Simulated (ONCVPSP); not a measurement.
**u(r) = r·R(r): atom against pseudo-atom (Pt (Z = 78))**

Columns: radius, all-electron u(r) and pseudo u(r) of the 5s shell (level -99.28 eV) of platinum in the configuration [Kr] 4d10 4f14 5s2 5p6 5d10; revPBE, scalar-relativistic, ONCV scheme, ONCVPSP 4.0.1.

| r (bohr) | all-electron | pseudo |
| --- | --- | --- |
| 0.093 | 0.1602 | 0.1655 |
| 0.185 | 0.2324 | 0.3278 |
| 0.278 | -0.5408 | 0.4881 |
| 0.370 | -0.6210 | 0.6388 |
| 0.463 | -0.1596 | 0.7776 |
| 0.555 | 0.4029 | 0.8949 |
| 0.648 | 0.8492 | 0.9863 |
| 0.740 | 1.1126 | 1.0446 |
| 0.833 | 1.2194 | 1.0675 |
| 0.925 | 1.2118 | 1.0543 |
| 1.018 | 1.1319 | 1.0074 |
| 1.110 | 1.0152 | 0.9332 |
| 1.203 | 0.8829 | 0.8381 |
| 1.295 | 0.7527 | 0.7327 |
| 1.388 | 0.6302 | 0.6236 |
| 1.480 | 0.5221 | 0.5208 |
| 1.573 | 0.4275 | 0.4274 |
| 1.665 | 0.3481 | 0.3480 |
| 1.758 | 0.2811 | 0.2810 |
| 1.850 | 0.2264 | 0.2263 |
| 1.943 | 0.1812 | 0.1811 |
| 2.035 | 0.1449 | 0.1448 |
| 2.128 | 0.1152 | 0.1152 |
| 2.220 | 0.0916 | 0.0916 |
| 2.313 | 0.0725 | 0.0725 |
| 2.405 | 0.0575 | 0.0575 |

(1) How many radial nodes do the two functions have?

(2) At about which radius was the pseudo-wave matched?

(3) Where does each function peak?

(4) Is the pseudo-wave norm-conserving?

## Answers

(1) The all-electron 5s function has n − l − 1 = 4 (the table is too coarse to show those close to the nucleus); the pseudo-wave has 0, since the states of the same l below it are removed with the core.

(2) 1.65 bohr, where the columns begin to agree (steps of 0.09 bohr).

(3) Outermost all-electron maximum near 0.83 bohr, pseudo maximum near 0.83 bohr (to the table’s step).

(4) Yes: the ONCV scheme keeps the norm inside the radius equal to the all-electron one, which fixes the energy derivative of the logarithmic derivative at the level.
